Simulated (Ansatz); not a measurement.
Basis-set series for CH3F2GaS, SMILES `C[S][Ga]([F])[F]`. Total charge 0; spin multiplicity 1. All single points use the PBE0-D4/def2-TZVP geometry. It is one conformer, not always the lowest.

```xyz
8

C     1.035   -0.208   -0.912
S     0.173    1.289   -0.327
Ga   -1.224    0.404    1.060
F    -1.276   -1.322    1.313
F    -2.374    1.303    2.002
H     0.342   -0.920   -1.354
H     1.731    0.136   -1.676
H     1.593   -0.681   -0.107
```

```tsv
functional	basis	functions	energy (Eh)	HOMO (eV)	LUMO (eV)
PBE0-D4	def2-TZVPP	225	-2562.26003	-7.88	-1.45
PBE0-D4	def2-QZVPP	420	-2562.33004	-7.90	-1.57
ωB97M-V	def2-TZVPP	225	-2562.69149	-10.06	0.44
ωB97M-V	def2-QZVPP	420	-2562.75864	-10.10	0.16
```

**Question.** Give the rows for def2-SVP. (Best estimate.)

**Answer.** Ansatz gave: 
```tsv
functional	basis	functions	energy (Eh)	HOMO (eV)	LUMO (eV)
PBE0-D4	def2-SVP	107	-2561.57693	-7.80	-1.33
ωB97M-V	def2-SVP	107	-2562.00300	-9.95	0.59
```

Positive LUMOs are unbound and depend on the basis. Scalar relativity is left out up to krypton.
